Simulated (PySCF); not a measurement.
**Nickel: a sound run and one with changed settings**

Sound run: Ni⁺ [Ar] 3d9, Ni²⁺ [Ar] 3d8. Calculation: PySCF 2.14, in 6-31G* (5s4p2d1f, 34 functions); the non-relativistic Hamiltonian (point nucleus). The sound run starts from symmetry-adapted Hartree-Fock orbitals and uses a fine grid where one is needed.

Changed run: radial step 0.5 in ln r (0.13 in the sound run). This setting is unsound on purpose.

| species | method | sound run (hartree) | changed run (hartree) | converged |
| --- | --- | --- | --- | --- |
| Ni⁺ | UHF | -1506.26997 | -1506.26997 | yes |
| Ni⁺ | BP86 | -1507.87600 | -1507.94693 | yes |
| Ni⁺ | PBE | -1507.39553 | -1507.45358 | yes |
| Ni²⁺ | UHF | -1505.78296 | -1505.78296 | yes |
| Ni²⁺ | BP86 | -1507.28350 | -1507.35276 | yes |
| Ni²⁺ | PBE | -1506.81016 | -1506.86976 | yes |

Ionisation energy of Ni⁺:

```
method  sound run (eV)  changed run (eV)
   UHF          13.252            13.252
  BP86          16.123            16.168
   PBE          15.929            15.887
```

A coarse radial grid mis-integrates the density and the exchange-correlation energy, with errors of either sign; Hartree-Fock needs no grid.

For comparison, NIST gives 18.169 eV between the lowest levels.
